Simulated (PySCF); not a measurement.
# Correlation energy of Rh(2+) (rhodium, charge +2)

[Kr] 4d6 5s1, 5s spin antiparallel (an excited configuration). All numbers are calculated (PySCF 2.14, a scalar-relativistic core potential, in aug-cc-pwCVDZ-PP with ECP28MDF (6s6p5d3f, 70 functions)). Frozen: 4s2 4p6; 7 electrons correlated.

MP2 pair energies summed by pair of shells (mhartree):

```json
{"pair": "4d-4d", "energy": "-101.85", "share (%)": "75.4"}
{"pair": "4d-5s", "energy": "-33.21", "share (%)": "24.6"}
```

Total MP2 correlation energy: -135.06 mhartree.

Same-spin part -65.01 and opposite-spin part -70.05 mhartree; SCS-MP2 scales them by 1/3 and 6/5 to -105.73 mhartree.
